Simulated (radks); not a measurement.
Q: Valence configurations of Ge3+ (all share [Ar]). Calculated with a radial shooting solver on a logarithmic mesh with Libxc functionals: Dirac Kohn-Sham, PBE, spin-unpolarised, spherical densities, finite nucleus; open shells fill j = l - 1/2 first; Fermi nuclear charge, rms radius 4.0742 fm. Order these by energy: 3d8 4p3; 3d8 4s1 4p2; 3d9.5 4s1.5; 3d9 4s1 4p1; 3d8 4s2 4p1; 3d10 4s1; 3d9.5 4s1 4p0.5; 3d9 4s2; 3d10 4p1; 3d9 4p2.

A: From the lowest, in eV above it: 3d10 4s1 0.000; 3d10 4p1 10.176; 3d9.5 4s1.5 12.010; 3d9.5 4s1 4p0.5 17.237; 3d9 4s2 25.700; 3d9 4s1 4p1 36.479; 3d9 4p2 47.342; 3d8 4s2 4p1 69.862; 3d8 4s1 4p2 81.321; 3d8 4p3 93.361. NIST lists [Ar] 3d10 4s1 as the ground configuration; this level of theory agrees among the configurations tried. The energies are those of spherical spin-averaged densities, not of single terms.
